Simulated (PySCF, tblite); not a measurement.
Isomers of C4H13FOSi3. All values are computed: GFN2-xTB (tblite) harmonic vibrations without scaling, gas phase. The method is semi-empirical: single wavenumbers can be off by several per cent or more. Modes of hydrogen on silicon can be 10 to 20 % off. One conformer each.

Electronic energies: PBE0/pcSseg-1 single points on the GFN2-xTB geometries (PySCF, gas phase).

| SMILES | electronic energy, lowest = 0 (kJ/mol) |
| --- | --- |
| C[SiH](C)[SiH2][C@H](C=O)[SiH2]F | 0.0 |
| CC[SiH2]O/C([SiH3])=C/[SiH2]F | 44.2 |
| FC/C=C/[SiH2][C@H]([SiH3])O[SiH3] | 284.6 |
| C[SiH](C)[SiH2][C@@H](F)[SiH2]C=O | 252.5 |
| C[SiH2][Si@@H](C)[SiH2][C@@H](F)C=O | 212.3 |

Task: How do GFN2-xTB zero-point energies change the relative energies?

Result: 
```
                             SMILES  ZPE (kJ/mol)  of it from modes above 1550 cm⁻¹  electronic (kJ/mol)  with ZPE, lowest = 0 (kJ/mol)  lowest mode (cm⁻¹)  rings
   C[SiH](C)[SiH2][C@H](C=O)[SiH2]F         401.8                             220.2                  0.0                            0.0                  34      0
      CC[SiH2]O/C([SiH3])=C/[SiH2]F         395.2                             212.2                 44.2                           37.6                  37      0
C[SiH2][Si@@H](C)[SiH2][C@@H](F)C=O         398.1                             219.0                212.3                          208.6                  14      0
  C[SiH](C)[SiH2][C@@H](F)[SiH2]C=O         395.3                             218.8                252.5                          246.0                   9      0
  FC/C=C/[SiH2][C@H]([SiH3])O[SiH3]         383.5                             206.5                284.6                          266.4                   9      0
```

The zero-point energies span 18.3 kJ/mol, from `FC/C=C/[SiH2][C@H]([SiH3])O[SiH3]` to `C[SiH](C)[SiH2][C@H](C=O)[SiH2]F`. The order is unchanged.

Task: And how do the electronic energies of GFN2-xTB itself compare?

Result: `C[SiH](C)[SiH2][C@H](C=O)[SiH2]F` 184.7; `CC[SiH2]O/C([SiH3])=C/[SiH2]F` 0.0; `C[SiH2][Si@@H](C)[SiH2][C@@H](F)C=O` 404.4; `C[SiH](C)[SiH2][C@@H](F)[SiH2]C=O` 461.6; `FC/C=C/[SiH2][C@H]([SiH3])O[SiH3]` 226.0 kJ/mol, lowest = 0. Against the energies above, taken from the same isomer `C[SiH](C)[SiH2][C@H](C=O)[SiH2]F`, the largest difference is 243.3 kJ/mol.
